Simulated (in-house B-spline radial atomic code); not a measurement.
S⁺. Computed with a B-spline radial atomic code. Model: non-relativistic spherical atom: semilocal Troullier-Martins pseudo-atom, one channel per l, against all electrons, high spin, G0W0 and RPA with empty states to l = 8, local potential for every l without a channel, a model core (radius 0 = none) keeps its share of the functional.

What the tables leave out is listed at the end.

The pseudopotential gives back the lowest level of each angular momentum of its own functional in the configuration it was made in; a second state of the same l is only approximately right. Exact exchange, RPA and GW see the smooth pseudo-orbitals and miss the exchange with the core, for which the functional's share stands in. The column with an uncorrelated core keeps all orbitals and exact exchange, and so separates missing core correlation from pseudisation. Only the three outermost levels and the lowest empty one were computed. RPA here is direct RPA, with no exchange kernel, and its energies carry an (l + 1/2)⁻⁴ tail. A hybrid on a potential with a model core restores only its own semilocal share of the core's exchange.

Command:
```bash
python run_psgw.py task.json out
```
Settings (lengths in bohr, energies in hartree):
```
Z                      16
electrons              15
configuration          [Ne] 3s2 3p3
generated_in           [Ne] 3s2 3p3
functional             pbe,pbe
core_shells            3
radius_factor          0.8
core_correction        False
```

Time taken, with all properties: 12 s on 1 thread of Intel(R) Xeon(R) Platinum 8488C (Sapphire Rapids), with other jobs on the host.

Given: made with PBE; model core radius 0 bohr; local radius 1.134 bohr; mean-field start PBE.

Valence shells of the generating configuration: 3s, 3p.

Channel: s 1.115, p 1.242 (radii in bohr).

Computed: largest level miss in the spin-unpolarised generating configuration 0.001 eV; valence RPA correlation energy all-electron orbitals -0.22175 hartree; valence RPA correlation energy pseudo -0.22547 hartree; all-electron RPA polarisability, core included 9.4965 bohr³.

```
          level  occupied  mean-field all-electron (eV)  mean-field pseudo minus all (eV)  G0W0 all-electron (eV)  G0W0 uncorrelated core minus all (eV)  G0W0 pseudo minus all (eV)  exchange self-energy all-electron (eV)  exchange self-energy pseudo (eV)
          3p up         1                       -17.921                             -0.01                 -23.153                                  0.118                      -0.094                                 -21.117                           -19.015
        3s down         1                       -25.258                             0.103                 -30.584                                  0.222                       0.251                                 -18.105                           -14.764
3p down (empty)         0                       -14.658                             0.103                 -10.827                                  0.124                      -0.028                                 -5.1327                           -3.0643
```

Task: What is the pseudo-atom RPA polarisability?

Result: 9.4229 bohr³.

Given: mean-field start PBE0.

Computed: valence RPA correlation energy all-electron orbitals -0.2014 hartree; all-electron RPA polarisability, core included 8.4487 bohr³; pseudo-atom RPA polarisability 8.387 bohr³.

```csv
level,occupied,mean-field all-electron (eV),mean-field pseudo minus all (eV),G0W0 all-electron (eV),G0W0 uncorrelated core minus all (eV),G0W0 pseudo minus all (eV),exchange self-energy all-electron (eV),exchange self-energy pseudo (eV)
3p up,1,-19.491,-0.008,-23.392,0.117,-0.081,-21.088,-19.05
3s down,1,-26.604,0.143,-30.664,0.226,0.271,-17.964,-14.761
3p down (empty),0,-13.32,0.047,-10.602,0.118,-0.011,-4.8764,-2.9938
```

Task: What is the valence RPA correlation energy pseudo?

Result: -0.20572 hartree.

Given: mean-field start Hartree-Fock.

Computed: valence RPA correlation energy pseudo -0.16428 hartree; all-electron RPA polarisability, core included 6.6225 bohr³; pseudo-atom RPA polarisability 6.5131 bohr³.

```tsv
level	occupied	mean-field all-electron (eV)	mean-field pseudo minus all (eV)	G0W0 all-electron (eV)	G0W0 uncorrelated core minus all (eV)	G0W0 pseudo minus all (eV)	exchange self-energy all-electron (eV)	exchange self-energy pseudo (eV)
3p up	1	-23.468	-0.122	-23.789	0.111	-0.02	-20.88	-19.085
3s down	?	?	?	?	?	?	?	?
3s up	1	-38.434	-0.037	-35.748	0.104	0.085	-27.084	-24.479
3p down (empty)	0	-8.3481	-0.021	-10.146	0.088	0.063	-3.8857	-2.5965
```

Task: What belongs in the row 3s down?

Result: occupied: 1; mean-field all-electron (eV): -29.051; mean-field pseudo minus all (eV): 0.271; G0W0 all-electron (eV): -30.671; G0W0 uncorrelated core minus all (eV): 0.224; G0W0 pseudo minus all (eV): 0.397; exchange self-energy all-electron (eV): -17.471; exchange self-energy pseudo (eV): -14.609.

Task: What is the valence RPA correlation energy all-electron orbitals?

Result: -0.15965 hartree.

Among the listed levels the largest G0W0 shift of the pseudo-atom is +0.40 eV, for 3s down on the Hartree-Fock start, while leaving the core uncorrelated moves that level by +0.22 eV. The rest, +0.17 eV, comes from pseudisation and the lost core exchange. Not in the tables (levels of low weight, unsolved or above zero; the highest and the empty levels are kept at any weight): on PBE the G0W0 levels 3s up (pseudo minus all -0.43 eV, weights 0.23 and 0.26); on PBE0 the G0W0 levels 3s up (pseudo minus all +0.13 eV, weights 0.38 and 0.39).
